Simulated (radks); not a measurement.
Problem. Spherical jellium clusters: N electrons in a uniform positive sphere of charge N and radius rs N^(1/3), rs = 2.42 bohr. Method: non-relativistic Kohn-Sham, LDA (Slater exchange, Perdew-Wang correlation), spin-polarised, spherical densities; computed with a radial shooting solver with Libxc functionals. Levels are named by radial order and angular momentum (1s, 1p, 1d, 2s, ...), and open shells are averaged over m. At N = 14 the configuration is 1s2 1p6 1d(up 5, down 0) 2s(up 1, down 0). The background grows by one charge. Does electron 15 go into 2s down or 1d down or 1f up?

Solution. Into 1d down. The total energies of the other choices lie higher by 0.640 eV (2s down), 2.14 eV (1f up). A rearrangement to 1s2 1p6 1d(up 5, down 2) is lower still, by 0.0171 eV.
